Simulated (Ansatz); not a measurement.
The cluster Al₄Ga₃⁺. The state is a singlet with charge 1. Geometry PBE-D4/def2-SVP; atoms count from 1.

```csv
atom,x (Å),y (Å),z (Å)
Al1,0.6612,-1.8539,-0.4511
Al2,1.9651,0.5516,-0.1490
Al3,-1.6512,-1.1998,0.5474
Al4,0.4645,-0.5118,1.8975
Ga5,-1.7308,1.0371,-0.7393
Ga6,0.0178,1.8504,0.9559
Ga7,0.2734,0.1265,-2.0612
```

The restricted singlet is unstable towards broken spin symmetry in Hartree–Fock (as tested in another run); at PBE0-D4/def2-TZVP this wasn't settled. The structure comes from a short search, and lower isomers may exist.

Estimate the Mulliken populations from the PBE0/def2-TZVP orbitals of Ansatz.


```json
{"atom": "Al1", "charge (e)": "0.14"}
{"atom": "Al2", "charge (e)": "0.15"}
{"atom": "Al3", "charge (e)": "0.17"}
{"atom": "Al4", "charge (e)": "0.14"}
{"atom": "Ga5", "charge (e)": "0.09"}
{"atom": "Ga6", "charge (e)": "0.15"}
{"atom": "Ga7", "charge (e)": "0.15"}
```
Mulliken values and Mayer orders depend strongly on the basis.

And the Mayer bond orders between bonded heavy atoms (over 0.3)?

Al1–Al2 0.45 (2.75 Å); Al1–Al3 0.59 (2.60 Å); Al1–Al4 0.47 (2.71 Å); Al1–Ga7 0.57 (2.58 Å); Al2–Al4 0.45 (2.75 Å); Al2–Ga6 0.57 (2.59 Å); Al2–Ga7 0.57 (2.59 Å); Al3–Al4 0.59 (2.60 Å); Al3–Ga5 0.61 (2.58 Å); Al4–Ga6 0.57 (2.58 Å); Ga5–Ga6 0.57 (2.57 Å); Ga5–Ga7 0.57 (2.57 Å). Values over 0.3 also appear between atoms too far apart for a bond (Al1–Ga6 0.31 at 4.01 Å; Al2–Al3 0.32 at 4.08 Å; Al4–Ga7 0.31 at 4.01 Å); they arise where an orbital or an unpaired electron spreads over both atoms.
